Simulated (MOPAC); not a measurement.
Input for MOPAC: PM6 on ZrP, 2S+1 = 4, a spin state set in the input, which need not be the lowest, a point of a bond scan (R = 2.465 Å).

```
PM6 1SCF PRECISE CHARGE=0 UHF MS=1.5 THREADS=1
PZr

Zr     0.00000000 1     0.00000000 1     0.00000000 1
P      0.00000000 1     0.00000000 1     2.46508100 1
```

Output:

```
*******************************************************************************
 **                                                                           **
 **                              MOPAC v23.2.5                                **
 **                                                                           **
 *******************************************************************************
 ** MOPAC's Digital Object Identifier: https://doi.org/10.5281/zenodo.6511958 **
 **                                                                           **
 ** Please cite the open-source release paper for use of this MOPAC version:  **
 ** J. E. Moussa and J. J. P. Stewart (2026)                                  **
 ** MOPAC: An open-source semiempirical molecular orbital program             **
 ** J. Open Source Softw., 11(119), 8025, https://doi.org/10.21105/joss.08025 **
 *******************************************************************************

                              PM6 CALCULATION RESULTS

 *******************************************************************************
 *  PM6        - The PM6 Hamiltonian to be used
 *  UHF        - UNRESTRICTED HARTREE-FOCK CALCULATION
 *
 *
 *
 *                 CHARGE ON SYSTEM = 0
 *
 *
 *
 *  MS=        - IN MECI, MAGNETIC COMPONENT OF SPIN =  1.5
 *  PRECISE    - TIGHTER CRITERIA TO BE USED
 *  1SCF       - DO 1 SCF AND THEN STOP
 *  THREADS=1  - MULTI-THREADING NOT USED
 *  T=         - A TIME OF 172800.0 SECONDS REQUESTED
 *  DUMP=N     - RESTART FILE WRITTEN EVERY 7200.0 SECONDS REQUESTED
 *******************************************************************************
PM6 1SCF PRECISE CHARGE=0 UHF MS=1.5 THREADS=1
 PZr

   ATOM   CHEMICAL          X               Y               Z
  NUMBER   SYMBOL      (ANGSTROMS)     (ANGSTROMS)     (ANGSTROMS)

     1      Zr          0.00000000  *   0.00000000  *   0.00000000  *
     2       P          0.00000000  *   0.00000000  *   2.46508100  *



          CARTESIAN COORDINATES

    NO.       ATOM           X           Y           Z

     1        Zr          0.0000      0.0000      0.0000
     2         P          0.0000      0.0000      2.4651

 General Reference for PM6:
 "Optimization of Parameters for Semiempirical Methods V: Modification of NDDO Approximations
 and Application to 70 Elements", J. J. P. Stewart, J. Mol. Mod., 13, 1173-1213 (2007)
 URL: https://link.springer.com/article/10.1007/s00894-007-0233-4

           Empirical Formula: Zr P  =     2 atoms



      MOLECULAR POINT GROUP   :   C*v


          UHF CALCULATION, NO. OF ALPHA ELECTRONS =    6
                           NO. OF BETA  ELECTRONS =    3

 -------------------------------------------------------------------------------
 PM6 1SCF PRECISE CHARGE=0 UHF MS=1.5 THREADS=1
 PZr



     1SCF WAS SPECIFIED, SO BFGS WAS NOT USED
     SCF FIELD WAS ACHIEVED


                              PM6 CALCULATION
                                                       MOPAC v23.2.5 Linux




          FINAL HEAT OF FORMATION =        165.05468 KCAL/MOL =     690.58879 KJ/MOL


          COSMO AREA              =        148.83 SQUARE ANGSTROMS
          COSMO VOLUME            =        166.48 CUBIC ANGSTROMS

          IONIZATION POTENTIAL    =          6.465033 EV
          ALPHA SOMO LUMO (EV)    =         -6.465 -0.646
          BETA  SOMO LUMO (EV)    =         -7.109 -1.072
          NO. OF ALPHA ELECTRONS  =          6
          NO. OF BETA  ELECTRONS  =          3
          MOLECULAR WEIGHT        =        122.1938         POINT GROUP:  C*v

          MOLECULAR DIMENSIONS (Angstroms)

            Atom       Atom       Distance
            P     2   Zr     1     2.46508
            P     2   Zr     1     0.00000
           Zr     1    P     2     0.00000


          SCF CALCULATIONS        =          1





   ATOM   CHEMICAL          X               Y               Z
  NUMBER   SYMBOL      (ANGSTROMS)     (ANGSTROMS)     (ANGSTROMS)

     1      Zr          0.00000000  *   0.00000000  *   0.00000000  *
     2       P          0.00000000  *   0.00000000  *   2.46508100  *

                             CARTESIAN COORDINATES

   1   Zr        0.000000000     0.000000000     0.000000000
   2    P        0.000000000     0.000000000     2.465081000


           Empirical Formula: Zr P  =     2 atoms



      MOLECULAR POINT GROUP   :   C*v


          ALPHA EIGENVALUES
 -15.97719  -8.02250  -7.90123  -7.34529  -7.24579  -6.46503  -0.64646  -0.62947
  -0.61951  -0.08245   1.84506   2.28525   5.86433 142.05624 142.16025 142.91090
 143.40302 143.52116


           BETA EIGENVALUES
 -15.44953  -7.71520  -7.10920  -1.07164  -0.94318   0.50042   0.73144   0.89187
   1.00436   1.38761   2.91002   3.39535   6.36485 142.53192 142.53302 143.40957
 143.41190 143.42749


              NET ATOMIC CHARGES AND DIPOLE CONTRIBUTIONS

  ATOM NO.   TYPE          CHARGE      No. of ELECS.   s-Pop       p-Pop       d-Pop
    1         Zr           0.097223        3.9028     1.01776     0.64148     2.24354
    2          P          -0.097223        5.0972     1.81787     3.27676     0.00260
 DIPOLE           X         Y         Z       TOTAL
 POINT-CHG.     0.000     0.000    -1.151     1.151
 HYBRID         0.000     0.000    -7.350     7.350
 SUM            0.000     0.000    -8.501     8.501


          ATOMIC ORBITAL ELECTRON POPULATIONS

     Atom    s        px        py        pz      x^2-y^2     xz        z^2       yz        xy
    1 Zr   1.01776   0.14601   0.08078   0.41468   0.98878   0.62421   0.33606   0.29449   0.00000
    2  P   1.81787   1.22837   0.62402   1.42437   0.00021   0.00141   0.00026   0.00071   0.00000


                    (SZ)    =    1.500000
                    (S**2)  =    3.784166


          ATOMIC ORBITAL SPIN POPULATIONS

    Atom   Total    s     px     py     pz   x^2-y^2  xz     z^2    yz     xy
         Atomic
    1 Zr  2.5599  0.944  0.006  0.081  0.039  0.989  0.164  0.043  0.294  0.000
    2  P  0.4401 -0.001 -0.170  0.624 -0.013  0.000  0.000  0.000  0.001  0.000

 **********************
 *                    *
 * JOB ENDED NORMALLY *
 *                    *
 **********************




 == MOPAC DONE ==
```

The run finished.

Cost: very roughly 0.010 core-seconds.
